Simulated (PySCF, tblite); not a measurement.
Species: C5H5F2NO2.
Structure used (GFN2-xTB), in Å, numbered top down from 1:
```xyz
15
C5H5F2NO2 angstrom
C     -0.416    0.642   -1.422
C      0.219   -0.119   -0.290
O     -0.249    0.173    1.012
C     -1.570    0.094    1.250
F     -2.147   -0.998    0.717
F     -2.250    1.144    0.718
O      0.581   -1.434   -0.493
C      1.643   -0.521   -0.314
C      2.395   -0.594    0.902
N      3.010   -0.639    1.864
H     -1.451    0.327   -1.548
H     -0.392    1.708   -1.210
H      0.121    0.435   -2.344
H     -1.732    0.101    2.339
H      2.235   -0.312   -1.203
```

Method used: PBE0/pcSseg-1 in PySCF (dipole) on a GFN2-xTB geometry, gas phase.

Take the most abundant isotopes and a rigid rotor. The values belong to one conformer with, in the numbering `[CH3:1][C@@:2]1([O:3][CH:4]([F:5])[F:6])[O:7][C@@H:8]1[C:9]#[N:10]`, C1–C2–O3–C4 54°, C2–O3–C4–F5 44°.

**Question.** Give the principal moments of inertia and the rotational constants in MHz.

**Answer.** Ia = 209.72, Ib = 553.48, Ic = 615.69 u·Å²; 505379 MHz·u·Å²/I gives A = 2410, B = 913.1, C = 820.8 MHz.

**Question.** Classify the top.

**Answer.** An asymmetric top; Ray's κ = -0.884.

**Question.** What does the inertial defect say?

**Answer.** Not planar: Δ = Ic − Ia − Ib = -147.51 u·Å². For a rigid frame Δ = −2 Σ m c², so Σ m c² = 73.75 u·Å² lies off the ab plane: 3.45 from hydrogen and 70.30 from heavier atoms. The atom farthest from that plane is 1.73 Å away.

**Question.** Give the other two planar moments, Paa and Pbb, and the rms extents of the mass along the axes.

**Answer.** Paa = Σ m a² = (Ib + Ic − Ia)/2 = 479.72 and Pbb = Σ m b² = (Ia + Ic − Ib)/2 = 135.97 u·Å². With the mass M = 149.03 u, the rms extents √(P/M) along a, b and c are 1.79, 0.96, 0.70 Å.

**Question.** Which types of transition are allowed, and where do some lines up to J = 5 fall?

**Answer.** The dipole components are |μa| = 1.56 D, |μb| = 2.83 D, |μc| = 1.32 D. Intensities carry the squares of the components, which stand as 0.30 : 1.00 : 0.22 (a : b : c). Some lines, for components of 0.1 D or more:

| type | branch | J(Ka,Kc) | MHz | lower level (cm⁻¹) |
| --- | --- | --- | --- | --- |
| a | R | 1(0,1) ← 0(0,0) | 1734 | 0.000 |
| b | R | 4(1,3) ← 3(2,2) | 2757 | 0.553 |
| a | R | 2(1,1) ← 1(1,0) | 3560 | 0.111 |
| b | Q | 3(2,2) ← 3(1,3) | 4908 | 0.389 |
| a | R | 3(0,3) ← 2(0,2) | 5185 | 0.173 |
| b | R | 4(0,4) ← 3(1,3) | 5611 | 0.389 |
| b | Q | 3(3,1) ← 3(2,2) | 7716 | 0.553 |
| b | R | 4(1,4) ← 3(0,3) | 8027 | 0.346 |
| a | R | 5(3,2) ← 4(3,1) | 8685 | 1.042 |
| c | R | 4(1,3) ← 3(0,3) | 8949 | 0.346 |
| b | R | 5(1,5) ← 4(0,4) | 9555 | 0.576 |
| c | R | 3(2,1) ← 2(1,1) | 9712 | 0.230 |
| c | Q | 4(4,1) ← 4(3,1) | 10791 | 1.042 |
| c | R | 4(2,2) ← 3(1,2) | 11348 | 0.408 |
| b | Q | 5(5,1) ← 5(4,2) | 13876 | 1.691 |
| c | R | 5(3,2) ← 4(2,2) | 16352 | 0.786 |
| b | R | 4(4,1) ← 3(3,0) | 17736 | 0.810 |
| b | R | 4(4,0) ← 3(3,1) | 17736 | 0.810 |
| c | R | 5(4,1) ← 4(3,1) | 19470 | 1.042 |

**Question.** Estimate the classical rotational partition function at 10 K, 200 K and 500 K.

**Answer.** Point group C1, symmetry number σ = 1; q = (√π/σ)·√((kT/h)³/(ABC)), k/h = 20836.6 MHz/K: 3970 at 10 K, 355000 at 200 K, 1400000 at 500 K.

Its GFN2-xTB frequencies are all real (lowest 33 cm⁻¹). Constants of a rigid frame at the computed geometry: no zero-point averaging, no centrifugal distortion. A rigid rotor knows nothing of internal rotation, which can split or shift real lines. Quadrupole hyperfine structure (14N) is left out.
